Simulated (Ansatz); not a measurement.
Geometry optimisation, RKS B3LYP-D4/def2-SVP in Ansatz 0.2.0.

Input file:

```yaml
crystal:
  periodic: [false, false, false]
  atoms:
    - { symbol: Te, position_ang: [-1.9205, -1.4513, 0.5337] }
    - { symbol: C, position_ang: [0.1398, -1.4044, 0.1612] }
    - { symbol: B, position_ang: [0.53, -0.0389, -0.5469] }
    - { symbol: C, position_ang: [1.71068, 0.77531, -1.20595] }
    - { symbol: S, position_ang: [0.62271, 1.93816, -0.46719] }
    - { symbol: H, position_ang: [-1.807, -0.0335, 1.5912] }
    - { symbol: H, position_ang: [0.7104, -1.504, 1.1292] }
    - { symbol: H, position_ang: [0.4443, -2.2325, -0.5097] }
    - { symbol: H, position_ang: [2.70339, 0.62748, -0.5657] }
    - { symbol: H, position_ang: [1.80438, 0.77855, -2.25025] }
basis:
  gaussian: { orbitals: def2-SVP }
hamiltonian:
  xc: b3lyp
  dispersion: d4
relax:
  f_tol: 0.015
  max_steps: 40
```

Run as:

```bash
$ ansatz run input.yaml --threads 2 --pin off --max-ram 3072MiB --backend cpu --events-out ev --progress --plain --runs-dir out
```

Task: Where does it end, and by what steps?

Result: The run converged. After 17 steps the energy has fallen by 1.337 eV; S5 moved furthest, 1.15 Å.

| step | energy less start (eV) | largest force component (eV/Å) | accepted |
| --- | --- | --- | --- |
| 0 | 0.0000 | 2.823 | yes |
| 1 | -0.8426 | 1.734 | yes |
| 2 | -1.1303 | 0.809 | yes |
| 3 | -1.1846 | 0.256 | yes |
| 4 | -1.1922 | 0.063 | yes |
| 5 | -1.1979 | 0.138 | yes |
| 6 | -1.2106 | 0.193 | yes |
| 7 | -1.2156 | 0.470 | yes |
| 8 | -1.2638 | 0.162 | yes |
| 9 | -1.3043 | 0.110 | yes |
| 10 | -1.3232 | 0.311 | yes |
| 11 | -1.3297 | 0.192 | yes |
| 12 | -1.2739 | 0.496 | no |
| 13 | -1.3360 | 0.058 | yes |
| 14 | -1.3363 | 0.059 | yes |
| 15 | -1.3361 | 0.045 | no |
| 16 | -1.3368 | 0.020 | yes |
| 17 | -1.3369 | 0.008 | yes |

```xyz
10
Properties=species:S:1:pos:R:3
Te -1.739 -1.276 -0.197
C 0.376 -1.397 0.453
B 0.952 -0.073 -0.076
C 1.519 0.703 -1.274
S 1.307 1.596 0.390
H -2.038 0.066 0.751
H 0.381 -1.552 1.538
H 0.746 -2.293 -0.065
H 2.566 0.594 -1.584
H 0.867 1.086 -2.067
```

Whether the end is a true minimum wasn't checked by a vibrational analysis.

Time of the run: 56 s on 2 threads of Intel(R) Xeon(R) Platinum 8488C (Sapphire Rapids), on a shared host, peak memory 0.31 GiB.
